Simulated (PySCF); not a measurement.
2,2-difluoro-1-silylethanone (C2H4F2OSi), SMILES [SiH3]C(C(F)F)=O. Atoms are numbered in the order given.

```xyz
10

O     -0.3838     0.5466     1.8273
C     -0.0946     0.2199     0.7003
Si     1.7390     0.3539     0.0506
C     -1.1741    -0.3083    -0.2558
F     -1.1858     0.4857    -1.3569
F     -0.8199    -1.5607    -0.6409
H      2.5731    -0.4495     0.9834
H      1.8818    -0.1401    -1.3432
H      2.1088     1.7920     0.1386
H     -2.1751    -0.3250     0.2083
```

Coordinates come from a B3LYP-D3(BJ)/def2-SVP optimisation. Other conformers were not sampled.

Two levels are set side by side: PBE/pcSseg-1 (PySCF) and PBE0/pcSseg-1 (PySCF). GIAO shifts against CFCl3 (¹⁹F), H2O (¹⁷O), TMS (²⁹Si), TMS (¹H), TMS (¹³C) at the same level; non-relativistic, no solvent, atoms listed together averaged. Differences are taken from unrounded values.

```
quantity                   PBE
----------------------  ------
δ(¹⁷O) of O1 (ppm)       830.3
δ(¹³C) of C2 (ppm)       235.0
δ(²⁹Si) of Si3 (ppm)     -94.4
δ(¹³C) of C4 (ppm)       122.1
δ(¹⁹F) of F5, F6 (ppm)  -157.4
δ(¹H) of H10 (ppm)        5.42
```

Q: These are the PBE values. What does PBE0 give? (An estimate is asked for; the answer gives what the named calculation found.)

A: 
```json
[
 {"quantity": "δ(¹⁷O) of O1 (ppm)", "PBE0": "854.6", "PBE minus PBE0": "-24.3"},
 {"quantity": "δ(¹³C) of C2 (ppm)", "PBE0": "236.4", "PBE minus PBE0": "-1.4"},
 {"quantity": "δ(²⁹Si) of Si3 (ppm)", "PBE0": "-86.5", "PBE minus PBE0": "-7.9"},
 {"quantity": "δ(¹³C) of C4 (ppm)", "PBE0": "117.4", "PBE minus PBE0": "4.7"},
 {"quantity": "δ(¹⁹F) of F5, F6 (ppm)", "PBE0": "-145.0", "PBE minus PBE0": "-12.5"},
 {"quantity": "δ(¹H) of H10 (ppm)", "PBE0": "5.36", "PBE minus PBE0": "0.06"}
]
```

Rough cost on one machine, each run with all the roots and properties that it gave: PBE0 against PBE within a factor of 2.
